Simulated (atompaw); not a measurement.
## What one change does to a pseudopotential (Au (Z = 79), PAW (atompaw))

* Element: gold (Au)
* Generator: atompaw 4.2.0.5
* Type: PAW
* Functional: LDA (PW92)
* Relativity: scalar-relativistic
* Frozen core: [Xe] 4f14
* Valence charge: 11
* Reference configuration: 5d10 6s1 6p0
* Partial waves: 6s (bound): rc 3.00 bohr; 6s channel at 0.95 Ry: rc 3.00 bohr; 6p (bound, empty): rc 3.00 bohr; 6p channel at 0.65 Ry: rc 3.00 bohr; 5d (bound): rc 1.80 bohr; 5d channel at 3.9 Ry: rc 3.00 bohr
* Local potential: ultrasoft scheme with l = 3 at 1 Ry, radius 2.15 bohr
* Core correction: smooth core density matched at 3.00 bohr
* Augmentation charge: gaussian compensation charge, radius 2.95 bohr; PAW radius 3.00 bohr; waves and projectors: custom rrkj gramschmidtortho

Change: local potential ultrasoft scheme with l = 3 at 1 Ry, radius 2.54 bohr.

Cutoffs: the cutoffs (Ry, on a coarse ladder) from which the occupation-weighted sum of valence levels, in a spherical-Bessel basis at the reference potential, stays within 10 and 1 mRy of its value at 400 Ry; they do not see the model core or the augmentation charge, which bear on the density cutoff.

Q: What does the change do?

A: The potential gets neither clearly harder nor softer (35 Ry and 55 Ry → 35 Ry and 55 Ry); the range in which the s phases agree narrows (upper end 3.2 → 2.0); neither file shows a bound ghost.

| quantity | base | changed |
| --- | --- | --- |
| cutoff, loose | 35 Ry | 35 Ry |
| cutoff, tight | 55 Ry | 55 Ry |
| bound ghosts | none | none |
| s: phases at 3.00 bohr within 0.05 rad from the reference energy up to (Ry; the scan ends near 5) | 3.2 | 2.0 |
| p: phases at 3.00 bohr within 0.05 rad from the reference energy up to (Ry; the scan ends near 5) | 2.8 | 3.2 |
| d: phases at 3.00 bohr within 0.05 rad from the reference energy up to (Ry; the scan ends near 5) | 1.2 | 1.2 |
| lowest overlap eigenvalue by channel | s 0.31, p 0.47, d 0.53 | s 0.36, p 0.52, d 0.55 |

 The cutoffs see the waves, projectors and local potential, not the compensation charge or the core.
